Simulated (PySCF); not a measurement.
# InP from Hartree–Fock to correlated methods

State: ³Σ⁻ (triplet), unpaired electrons π ↑↑. Set-up: PySCF, spin-free X2C with a Gaussian nucleus, basis sets In x2c-SVPall, P x2c-SVPall. De refers to In + P in their high-spin ground configurations, without counterpoise correction. The functionals are run spin-unrestricted. A positive dipole means In(−)P(+).

```csv
Level,Re (Å),ωe (cm⁻¹),De (eV),μ (D),"CPU s a point (SCF and correlation, without the integrals)"
UHF,2.669,253,0.75,-2.07,0.14
UHF-MP2,2.643,262,1.33,n/a,0.23
UHF-SCS-MP2,2.659,256,1.31,n/a,n/a
UHF-CCSD,2.660,252,1.30,n/a,n/a
UHF-CCSD(T),2.665,250,1.37,n/a,2.1
PBE,2.671,250,2.10,-1.69,0.75
BP86,2.672,249,2.11,-1.65,0.56
TPSS,2.675,250,2.08,-1.94,1
r²SCAN,2.647,258,1.94,-1.77,1
TPSSh,2.664,254,2.02,-1.98,1.1
PBE0,2.644,260,1.95,-1.84,1.2
CAM-B3LYP,2.630,265,1.87,-1.73,1.5
```

The bond length runs from 2.630 Å (CAM-B3LYP) to 2.675 Å (TPSS). De spans 0.75 eV (UHF, mean field) to 2.11 eV (BP86, GGA). Correlation at CCSD(T) changes the Hartree–Fock bond energy by +0.62 eV; the triples alone change it by +0.07 eV.

Correlated steps freeze 23 core orbitals. Correlated levels converge slowly with the basis: in double zeta they bind strong bonds too weakly, by up to about 1 eV, and carry superposition errors of some tenths. These are scalar-relativistic numbers at best; spin–orbit coupling would shift them, the dissociation energy most. The state is the lowest determinant that a PBE0 search found; another state may lie lower at other levels.

The whole job (state search and all levels along the bond) took about 2.7 min on 1 thread of Arm Neoverse V2 (shared host), peak memory 0.67 GiB.
